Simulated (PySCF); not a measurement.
C2H6N, SMILES CC[NH], multiplicity 2.

Coordinates come from a B3LYP-D3(BJ)/def2-TZVP optimisation. The isomer is the one that the SMILES or the coordinates give; other isomers of the formula were not compared. The values are those of a single conformer.

Calculation: TDA-M06-2X/def2-SVPD run with PySCF 2.14.0.

Vertical excitations. 

**Question.** Give excitation energies, oscillator strengths and character. (Estimate from the structure and the level; the computed values follow.)

**Answer.** 
```
state    energy (eV)  λ (nm)      f                                                  main pairs
-------  -----------  ------  -----  ----------------------------------------------------------
root 1          1.78     698  0.001                                            β HOMO→LUMO 93 %
root 2          5.78     215  0.000                      β HOMO−2→LUMO 72 %, β HOMO−5→LUMO 16 %
root 3          6.88     180  0.028                                          β HOMO−1→LUMO 93 %
root 4          7.02     177  0.000                        α HOMO→LUMO 76 %, α HOMO→LUMO+1 14 %
root 5          7.28     170  0.004                      β HOMO→LUMO+1 74 %, β HOMO→LUMO+2 12 %
root 6          7.54     164  0.001                                          β HOMO−3→LUMO 84 %
root 7          7.99     155  0.006                    α HOMO−1→LUMO 74 %, α HOMO−1→LUMO+1 12 %
root 8          8.19     151  0.004    α HOMO→LUMO+1 51 %, α HOMO→LUMO+2 21 %, α HOMO→LUMO 20 %
root 9          8.41     147  0.007  β HOMO→LUMO+2 58 %, β HOMO→LUMO+1 18 %, β HOMO→LUMO+3 13 %
root 10         8.97     138  0.026                      α HOMO→LUMO+2 64 %, α HOMO→LUMO+1 28 %
```
Unrestricted roots are not spin-pure.
